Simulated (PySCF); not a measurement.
## `C[C@H]1CC[Si@](N)(F)C1`, C₅H₁₂FNSi

Geometry:
```csv
atom,x (Å),y (Å),z (Å)
C1,2.445,-0.654,-0.056
C2,1.087,-0.185,0.452
C3,0.695,1.173,-0.139
C4,-0.731,1.512,0.311
Si5,-1.630,-0.167,0.274
N6,-2.829,-0.558,-0.892
F7,-2.418,-0.402,1.674
C8,-0.035,-1.179,0.120
H9,2.705,-1.617,0.379
H10,3.221,0.062,0.204
H11,2.428,-0.761,-1.140
H12,1.138,-0.076,1.541
H13,1.405,1.945,0.162
H14,0.721,1.100,-1.230
H15,-1.161,2.284,-0.324
H16,-0.707,1.915,1.324
H17,-3.791,-0.369,-0.668
H18,-2.654,-0.419,-1.872
H19,0.009,-2.045,0.776
H20,0.098,-1.548,-0.898
```

Computed, not measured: TDDFT B3LYP/def2-SVPD circular dichroism and optical rotation, one conformer, gas phase (PySCF). Geometry: GFN2-xTB.

The molecule is flexible and this is one conformer; a measurement averages over conformers. States above about 7.0 eV (minus the energy of the highest occupied orbital) lie near or above the ionisation threshold and depend on the basis.

Stereocentres: C2 S, Si5 S.

(1) What is the specific rotation at 633, 589.3, 546, 436, 405, 365, 355 nm?

(2) And for the mirror image at 589.3 nm?

(3) What is the molar rotation [Φ] = [α]·M/100 of the geometry above at 589.3 nm?

## Answers

(1) [α] in deg dm⁻¹ (g/mL)⁻¹:
```csv
λ (nm),origin-invariant length gauge,modified velocity gauge,length gauge (centre of mass),isotropic polarisability (au)
633,+41.6,+55.6,+41.7,91.2
589.3,+49.9,+66.4,+50.0,91.5
546,+60.9,+80.7,+61.1,91.8
436,+115.9,+150.5,+116.3,93.4
405,+146.5,+188.8,+147.0,94.2
365,+209.5,+266.7,+210.5,95.4
355,+232.1,+294.3,+233.2,95.8
```

(2) -49.9 deg dm⁻¹ (g/mL)⁻¹ (origin-invariant length gauge): the same size and the opposite sign.

(3) With M = 133.24 g/mol, +66.5 deg cm² dmol⁻¹ (origin-invariant length gauge).

The first excitation lies at 6.17 eV (201 nm) with R = +11.3 × 10⁻⁴⁰ esu² cm² (velocity form).
